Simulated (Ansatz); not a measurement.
## Which is lower?

The two ends of one reaction step of TiSiH$_{8}$O$_{4}$, singlet (PBE0-D4/def2-TZVP).

A:

```xyz
14
angstrom
Si -0.6609 -1.9784 -1.6296
H -0.7695 -0.5033 -1.7546
H -0.3344 -1.2027 1.9171
O -0.4806 -0.6058 1.1823
Ti 0.2790 1.0072 0.8604
O 1.7094 0.8054 -0.2141
O -0.9350 2.0742 0.0760
O 0.8323 1.7316 2.4070
H 0.6335 -2.3553 -1.0134
H -0.7227 -2.5638 -2.9978
H -1.7948 -2.5126 -0.8373
H 2.6161 1.0874 -0.0886
H -0.9279 2.4966 -0.7837
H 0.5555 2.5193 2.8762
```

B:

| atom | x (Å) | y (Å) | z (Å) |
| --- | --- | --- | --- |
| Si1 | -0.3780 | -2.1542 | -0.5870 |
| H2 | -0.9351 | 0.4346 | -1.0190 |
| H3 | 0.2673 | -1.0488 | 1.3233 |
| O4 | 0.4700 | -1.0708 | 0.3768 |
| Ti5 | 0.1860 | 1.1639 | 0.0532 |
| O6 | 1.8529 | 1.1572 | -0.6362 |
| O7 | -0.4685 | 2.7888 | -0.2565 |
| O8 | -0.1097 | 0.8622 | 1.8542 |
| H9 | 0.0057 | -3.5189 | -0.1361 |
| H10 | 0.0747 | -1.9270 | -1.9725 |
| H11 | -1.8423 | -1.9944 | -0.4386 |
| H12 | 2.5279 | 0.5068 | -0.4321 |
| H13 | -1.2426 | 3.2473 | -0.5770 |
| H14 | -0.4084 | 1.5533 | 2.4475 |

Computed with Ansatz 0.2.0 (basis: def2-TZVPP); correlated methods freeze the cores. B3LYP uses VWN-RPA correlation.

Question: Which structure is lower at CCSD(T), and by how much? (Judge from chemistry; the value comes from the calculation.)

Answer: Computed: A, by 0.284 eV (electronic energy, against the other). By their contacts, A is a complex of TiH₄O₄ ([OH][Ti]([OH])([OH])[OH]) + SiH₄ and B is TiSiH₈O₄ ([OH][TiH]([OH])([OH])[OH][SiH3]).

All methods give the same order:

```csv
method,E(B) − E(A) (eV)
SPW92,0.193
PBE-D4,0.445
BLYP-D4,0.464
r2SCAN-D4,0.367
B97M-V,0.253
PBE0-D4,0.354
B3LYP-D4,0.382
r2SCAN0-D4,0.293
BHLYP-D4,0.275
CAM-B3LYP-D4,0.311
wB97X-V,0.324
wB97M-V,0.247
B2PLYP,0.383
PBE-QIDH,0.299
RPA on PBE,0.286
HF,0.396
MP2,0.308
CCSD,0.272
CCSD(T),0.284
```

No T1 diagnostic of these runs exceeds 0.023.

Labels in which every atom is bracketed show which atoms are joined, not bond orders.

For scale, one of the runs: CCSD(T)/def2-TZVPP, 342 basis functions, launched by `ansatz run in.yaml --threads 4 --pin off --events-out ev --progress --plain --max-ram 46080MiB --backend cuda --devices 0, --max-vram 37GiB`. Hardware: 4 CPU threads of an AMD EPYC 7R13 and a share of one NVIDIA H100, shared host. Wall time 18 s; peak host memory 0.86 GiB.
